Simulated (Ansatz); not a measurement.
**Nudged elastic band run: FGeH3O**

Input file:

```yaml
crystal:
  periodic: [false, false, false]
  atoms:
    - { symbol: Ge, position_ang: [0.231621, -0.054881, 0.039369] }
    - { symbol: F, position_ang: [0.16109, 0.046982, 1.796597] }
    - { symbol: H, position_ang: [1.698791, 0.122093, -0.396175] }
    - { symbol: O, position_ang: [-0.627797, 1.355494, -0.63501] }
    - { symbol: H, position_ang: [-1.583601, 1.321276, -0.442419] }
    - { symbol: H, position_ang: [-0.459303, -1.397864, -0.316263] }
basis:
  gaussian: { orbitals: def2-SVP }
hamiltonian:
  xc: pbe
  dispersion: d4
neb:
  order_check: false
  images: 5
  f_tol: 0.05
  max_iterations: 60
  max_displacement: 0.5
  optimiser: lbfgs
  final_atoms:
    - { symbol: Ge, position_ang: [0.08330648, -0.24935681, -0.87814279] }
    - { symbol: F, position_ang: [1.10082825, 0.00411953, 1.38941578] }
    - { symbol: H, position_ang: [1.87182321, 0.32746476, 0.95785053] }
    - { symbol: O, position_ang: [-0.85398463, 1.30763976, -0.82642047] }
    - { symbol: H, position_ang: [-1.7194293, 1.19749398, -0.38938341] }
    - { symbol: H, position_ang: [-1.06174301, -1.19426121, -0.20722065] }
  initial_path:
    images:
      - { positions_ang: [[0.231621, -0.054881, 0.039369], [0.16109, 0.046982, 1.796597], [1.698791, 0.122093, -0.396175], [-0.627797, 1.355494, -0.63501], [-1.583601, 1.321276, -0.442419], [-0.459303, -1.397864, -0.316263]] }
      - { positions_ang: [[0.15447903, -0.03656556, 0.0264106], [0.46932093, 0.03386129, 1.70948677], [1.6993239, 0.08257147, -0.1256879], [-0.69783154, 1.38401071, -0.62027272], [-1.65458972, 1.28367129, -0.56408908], [-0.54990159, -1.35444919, -0.37974867]] }
      - { positions_ang: [[0.07733705, -0.01825013, 0.0134522], [0.77755186, 0.02074057, 1.62237655], [1.69985679, 0.04304994, 0.14479919], [-0.76786608, 1.41252742, -0.60553544], [-1.72557845, 1.24606657, -0.68575916], [-0.64050018, -1.31103438, -0.44323434]] }
      - { positions_ang: [[0.00019508, 6.531e-05, 0.0004938], [1.08578279, 0.00761986, 1.53526632], [1.70038969, 0.00352841, 0.41528629], [-0.83790062, 1.44104412, -0.59079816], [-1.79656717, 1.20846186, -0.80742923], [-0.73109877, -1.26761956, -0.50672002]] }
      - { positions_ang: [[0.02789888, -0.0830754, -0.29238506], [1.09079794, 0.00645308, 1.48664948], [1.75753419, 0.11150719, 0.59614104], [-0.84326196, 1.396576, -0.66933893], [-1.77085455, 1.2048059, -0.66808063], [-0.84131351, -1.24316678, -0.40688689]] }
      - { positions_ang: [[0.05560268, -0.1662161, -0.58526392], [1.0958131, 0.0052863, 1.43803263], [1.8146787, 0.21948597, 0.77699578], [-0.84862329, 1.35210788, -0.7478797], [-1.74514192, 1.20114994, -0.52873202], [-0.95152826, -1.218714, -0.30705377]] }
      - { positions_ang: [[0.08330648, -0.24935681, -0.87814279], [1.10082825, 0.00411953, 1.38941578], [1.87182321, 0.32746476, 0.95785053], [-0.85398463, 1.30763976, -0.82642047], [-1.7194293, 1.19749398, -0.38938341], [-1.06174301, -1.19426121, -0.20722065]] }
```

Run as:

```bash
$ ansatz run input.yaml --threads 1 --pin off --max-ram 2048MiB --backend cpu --events-out ev --progress --plain --runs-dir out
```

Output, in part (warnings, iteration lines, the closing report on the highest movable image, with atoms numbered from 0):

```
NEB end point (image 0): max|allowed force component| = 2.010e-2 eV/Å (the criterion of neb.relax_end_points is 1.000e-2)
NEB end point (image 6): max|allowed force component| = 2.874e-3 eV/Å (the criterion of neb.relax_end_points is 1.000e-2)
NEB iter   1: max|band force component| = 4.399e0 eV/Å  barrier→ = 3.4645 eV  barrier← = 1.9483 eV  Δτ_max = 0.0640 Å  (178 SCF iters)
NEB iter   2: max|band force component| = 2.689e0 eV/Å  barrier→ = 2.8420 eV  barrier← = 1.3258 eV  Δτ_max = 0.1464 Å  (136 SCF iters)
NEB iter   3: max|band force component| = 1.415e0 eV/Å  barrier→ = 2.2682 eV  barrier← = 0.7520 eV  Δτ_max = 0.0521 Å  (143 SCF iters)
NEB iter   4: max|band force component| = 1.677e0 eV/Å  barrier→ = 2.1932 eV  barrier← = 0.6770 eV  Δτ_max = 0.0248 Å  (133 SCF iters)
NEB iter   5: max|band force component| = 8.607e-1 eV/Å  barrier→ = 2.1635 eV  barrier← = 0.6473 eV  Δτ_max = 0.0172 Å  (135 SCF iters)
NEB iter   6: max|band force component| = 6.655e-1 eV/Å  barrier→ = 2.1458 eV  barrier← = 0.6296 eV  Δτ_max = 0.1082 Å  (135 SCF iters)
NEB iter   7: max|band force component| = 1.198e0 eV/Å  barrier→ = 2.1298 eV  barrier← = 0.6136 eV  Δτ_max = 0.0177 Å  (140 SCF iters)
NEB iter   8: max|band force component| = 6.343e-1 eV/Å  barrier→ = 2.1062 eV  barrier← = 0.5900 eV  Δτ_max = 0.0074 Å  (132 SCF iters)
NEB iter   9: max|band force component| = 1.180e0 eV/Å  barrier→ = 2.0980 eV  barrier← = 0.5818 eV  CI = image 3  Δτ_max = 0.0169 Å  (133 SCF iters)
NEB iter  10: max|band force component| = 9.779e-1 eV/Å  barrier→ = 2.1365 eV  barrier← = 0.6203 eV  CI = image 3  Δτ_max = 0.0889 Å  (133 SCF iters)
NEB iter  11: max|band force component| = 5.518e-1 eV/Å  barrier→ = 2.2494 eV  barrier← = 0.7332 eV  CI = image 3  Δτ_max = 0.0472 Å  (136 SCF iters)
NEB iter  12: max|band force component| = 6.586e-1 eV/Å  barrier→ = 2.2273 eV  barrier← = 0.7111 eV  CI = image 3  Δτ_max = 0.0111 Å  (128 SCF iters)
NEB iter  13: max|band force component| = 4.567e-1 eV/Å  barrier→ = 2.2266 eV  barrier← = 0.7104 eV  CI = image 3  Δτ_max = 0.0098 Å  (124 SCF iters)
NEB iter  14: max|band force component| = 4.115e-1 eV/Å  barrier→ = 2.2294 eV  barrier← = 0.7132 eV  CI = image 3  Δτ_max = 0.0453 Å  (125 SCF iters)
NEB iter  15: max|band force component| = 1.030e0 eV/Å  barrier→ = 2.2285 eV  barrier← = 0.7123 eV  CI = image 3  Δτ_max = 0.0150 Å  (127 SCF iters)
NEB iter  16: max|band force component| = 5.150e-1 eV/Å  barrier→ = 2.2271 eV  barrier← = 0.7109 eV  CI = image 3  Δτ_max = 0.0041 Å  (133 SCF iters)
NEB iter  17: max|band force component| = 1.771e-1 eV/Å  barrier→ = 2.2267 eV  barrier← = 0.7105 eV  CI = image 3  Δτ_max = 0.0041 Å  (114 SCF iters)
NEB iter  18: max|band force component| = 1.365e-1 eV/Å  barrier→ = 2.2260 eV  barrier← = 0.7098 eV  CI = image 3  Δτ_max = 0.0108 Å  (125 SCF iters)
NEB iter  19: max|band force component| = 2.576e-1 eV/Å  barrier→ = 2.2249 eV  barrier← = 0.7087 eV  CI = image 3  Δτ_max = 0.0041 Å  (130 SCF iters)
NEB iter  20: max|band force component| = 1.595e-1 eV/Å  barrier→ = 2.2243 eV  barrier← = 0.7081 eV  CI = image 3  Δτ_max = 0.0016 Å  (114 SCF iters)
NEB iter  21: max|band force component| = 1.436e-1 eV/Å  barrier→ = 2.2239 eV  barrier← = 0.7077 eV  CI = image 3  Δτ_max = 0.0351 Å  (102 SCF iters)
NEB iter  22: max|band force component| = 2.308e-1 eV/Å  barrier→ = 2.2202 eV  barrier← = 0.7040 eV  CI = image 3  Δτ_max = 0.0038 Å  (127 SCF iters)
NEB iter  23: max|band force component| = 1.526e-1 eV/Å  barrier→ = 2.2189 eV  barrier← = 0.7027 eV  CI = image 3  Δτ_max = 0.0055 Å  (129 SCF iters)
NEB iter  24: max|band force component| = 1.088e-1 eV/Å  barrier→ = 2.2179 eV  barrier← = 0.7017 eV  CI = image 3  Δτ_max = 0.0079 Å  (116 SCF iters)
NEB iter  25: max|band force component| = 8.012e-2 eV/Å  barrier→ = 2.2173 eV  barrier← = 0.7011 eV  CI = image 3  Δτ_max = 0.0094 Å  (128 SCF iters)
NEB iter  26: max|band force component| = 1.670e-1 eV/Å  barrier→ = 2.2167 eV  barrier← = 0.7005 eV  CI = image 3  Δτ_max = 0.0028 Å  (132 SCF iters)
NEB iter  27: max|band force component| = 9.769e-2 eV/Å  barrier→ = 2.2162 eV  barrier← = 0.7000 eV  CI = image 3  Δτ_max = 0.0022 Å  (109 SCF iters)
NEB iter  28: max|band force component| = 8.434e-2 eV/Å  barrier→ = 2.2159 eV  barrier← = 0.6997 eV  CI = image 3  Δτ_max = 0.0068 Å  (98 SCF iters)
NEB iter  29: max|band force component| = 9.130e-2 eV/Å  barrier→ = 2.2156 eV  barrier← = 0.6993 eV  CI = image 3  Δτ_max = 0.0014 Å  (129 SCF iters)
NEB iter  30: max|band force component| = 5.141e-2 eV/Å  barrier→ = 2.2153 eV  barrier← = 0.6991 eV  CI = image 3  Δτ_max = 0.0017 Å  (100 SCF iters)
NEB iter  31: max|band force component| = 5.617e-2 eV/Å  barrier→ = 2.2151 eV  barrier← = 0.6989 eV  CI = image 3  Δτ_max = 0.0011 Å  (97 SCF iters)
NEB iter  32: max|band force component| = 4.601e-2 eV/Å  barrier→ = 2.2150 eV  barrier← = 0.6988 eV  CI = image 3  Δτ_max = 0.0000 Å  (226 SCF iters)
Total energy: -61305.86531488 eV, -2252.9489957138 hartree
Atom 0 at     0.226647    -0.050212    -0.380251 Å, force     0.005095    -0.005213    -0.025478 eV/Å
Atom 1 at     0.896061     0.000702     1.559612 Å, force    -0.021964     0.012118     0.009396 eV/Å
Atom 2 at     1.619091     0.100601     0.449798 Å, force    -0.002585     0.005578     0.001482 eV/Å
Atom 3 at    -0.791577     1.409445    -0.602412 Å, force     0.027125    -0.001101    -0.024049 eV/Å
Atom 4 at    -1.743044     1.192105    -0.612941 Å, force    -0.009334     0.004239     0.044192 eV/Å
Atom 5 at    -0.786377    -1.259541    -0.367706 Å, force     0.001663    -0.015622    -0.005542 eV/Å
Dipole moment:    -0.258451    -0.205566    -0.333355 e Å
```

The forces met the threshold. Another band between the same ends (5 images) ends at a top of the same energy, where a vibrational analysis finds 1 clearly imaginary mode. The orbitals stay closed-shell, which can raise the energy where a bond breaks towards radicals; this wasn't checked here.

Final band (atoms are numbered from 1 in the order of the input):

| image | path coordinate (Å) | energy (kJ/mol) | Ge1–F2 (Å) | Ge1–H3 (Å) | F2–H3 (Å) |
| --- | --- | --- | --- | --- | --- |
| 0 | 0.00 | 0.0 | 1.76 | 1.54 | 2.68 |
| 1 | 0.48 | 16.9 | 1.76 | 1.53 | 2.38 |
| 2 | 0.96 | 117.4 | 1.83 | 1.53 | 1.85 |
| 3 | 1.45 | 213.7 | 2.05 | 1.63 | 1.33 |
| 4 | 1.83 | 166.4 | 2.29 | 1.91 | 1.01 |
| 5 | 2.20 | 147.7 | 2.52 | 2.31 | 0.95 |
| 6 | 2.57 | 146.3 | 2.50 | 2.63 | 0.94 |

Run time: 3.7 min on 1 thread of Arm Neoverse V2 (shared host), peak memory 0.15 GiB.
